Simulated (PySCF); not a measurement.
C₂H₆F₂Si, SMILES C[Si@@H](CF)F.

Coordinates come from a PBE0-D3(BJ)/def2-SVP optimisation. The structure was generated by enumeration; whether it is a known compound was not checked. The values are those of a single conformer.

Two levels are set side by side: TDA-PBE/def2-SVPD (PySCF) and TDA-LC-ωPBE/def2-SVPD (PySCF). Vertical, same geometry. The lowest singlet is HOMO→LUMO 90 % with PBE and HOMO→LUMO+1 70 %, HOMO→LUMO+4 11 % with the other functional; states are paired by order. Differences are taken from unrounded values.

```csv
quantity,TDA-PBE
lowest singlet excitation (eV),6.85
lowest triplet excitation (TDA) (eV),6.46
first bright state (f over 0.05) (eV),7.74
its oscillator strength,0.06
```

These are the TDA-PBE values. What does TDA-LC-ωPBE give? (An estimate is asked for; the answer gives what the named calculation found.)


```
quantity                               TDA-LC-ωPBE  TDA-PBE minus TDA-LC-ωPBE
-------------------------------------  -----------  -------------------------
lowest singlet excitation (eV)                8.17                      -1.32
lowest triplet excitation (TDA) (eV)          7.43                      -0.97
first bright state (f over 0.05) (eV)         9.54                      -1.80
its oscillator strength                       0.11                      -0.05
```

A lower first singlet is the usual sign of a functional without exact exchange. Differences between two approximate levels are no errors against the true value.

Rough cost on one machine, each run with all the roots and properties that it gave: TDA-LC-ωPBE against TDA-PBE about 4 times.
